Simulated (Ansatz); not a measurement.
System: ZnS, net charge 0, singlet state. 
Coordinates optimised at B3LYP-D3(BJ)/def2-TZVP (Ansatz, a program for electronic structure):
SMILES: [S]=[Zn]
```xyz
2

Zn     0.0000     0.0000    -0.7229
S      0.0000     0.0000     1.3554
```

Dipole moments at this geometry, in debye (magnitudes).

| level | program | dipole (D) |
|---|---|---|
| B97M-V/def2-TZVPD | Ansatz | (withheld) |
| B3LYP/def2-TZVPD | Ansatz | 5.31 |
| PBE0/def2-TZVPD | Ansatz | 5.71 |
| BHLYP/def2-TZVPD | Ansatz | 6.06 |
| r2SCANh/def2-TZVPD | Ansatz | 5.62 |
| r2SCAN0/def2-TZVPD | Ansatz | 5.93 |
| LC-wPBE/def2-TZVPD | Ansatz | 6.41 |
| wB97M-V/def2-TZVPD | Ansatz | 5.93 |
| wB97X-V/def2-TZVPD | Ansatz | 6.18 |
| CCSD(T)/def2-SVPD | Ansatz | (withheld) |

Q: Fill in the missing entries.

A: 
- B97M-V/def2-TZVPD, dipole (D): 5.31
- CCSD(T)/def2-SVPD, dipole (D): 5.72
